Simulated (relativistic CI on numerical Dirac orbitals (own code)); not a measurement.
From line strength to rate: Se+ 1049.65 Å (vacuum)

Problem. For 4s2 4p3 4S°_3/2 – 4s2 4p2 5s 4P_1/2 of Se+ a semi-empirical relativistic CI calculation gives the line strength S = 0.9209 e²a₀² in the length gauge. The measured levels are 0.00 and 95270.00 cm⁻¹ (NIST Handbook). Find gf, f, A and the partial lifetime.

Working.
1. σ = 95270.00 − 0.00 = 95270.00 cm⁻¹, so the vacuum wavelength is 10⁸/σ = 1049.65 Å.
2. gf = 303.756 S/λ(Å) = 0.2665, log gf = -0.574; with g = 4 for the lower level, f = 0.0666.
3. A = 2.02613 × 10¹⁸ S/(g_u λ³) with g_u = 2: A = 8.07 × 10^8 s⁻¹.
4. The partial lifetime for this S is 1/A = 1.24 ns; in the calculation this line carries 93 % of the decay of the upper level.

Check. The Handbook lists A = 9.96 × 10^8 s⁻¹, a tabulated value with its own uncertainty (a few per cent for the best lines, 25 % or more for others); ours lies 19 % below it. The velocity form of the same calculation gives S = 0.702, and the gap between the two forms is a rough gauge of the error in S. With the computed energy (97010 cm⁻¹) in place of the measured one the rate would change by the factor (σ_calc/σ)³ = 1.06.
